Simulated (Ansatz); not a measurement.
Species: C₁₁H₁₀O, SMILES `COc1cc2cccccc-2c1` (C–O–C–C torsion 0°) (charge 0, multiplicity 1), formula C11H10O.

Problem. How many basis functions does frozen-core CCSD(T)/cc-pVDZ // PBE0-D4/def2-SVP (Ansatz, an electronic-structure program) use, how many core orbitals are frozen, and how many electrons are correlated?

Solution. 218 basis functions and 12 frozen orbitals, which leaves 60 correlated electrons. Core time is of the order of minutes.
